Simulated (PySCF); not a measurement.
Excitation energy of Zr²⁺ by level of theory

Zr²⁺ [Kr] 4d2 (3F) → Zr²⁺ [Kr] 4d1 5p1 (high-spin determinant), as a difference of total energies. Computed with PySCF 2.14 in x2c-TZVPPall (8s6p6d2f1g, 79 functions), with scalar relativity by spin-free X2C-1e. Correlated levels: valence: [Kr] frozen. The calculations carry no spin-orbit coupling.

| method | excitation energy (eV) |
| --- | --- |
| UHF | 6.739 |
| MP2 (valence) | 6.755 |
| SCS-MP2 (valence) | 6.744 |
| CCSD (valence) | 6.743 |

The basis was made for the ground configuration and has no added diffuse functions, so the excitation energy can come out too high.

With two correlated electrons CCSD is exact in that space.

The determinant of the upper state mixes LS terms, which raises its energy above the lowest term, most at the Hartree-Fock and MP2 levels.
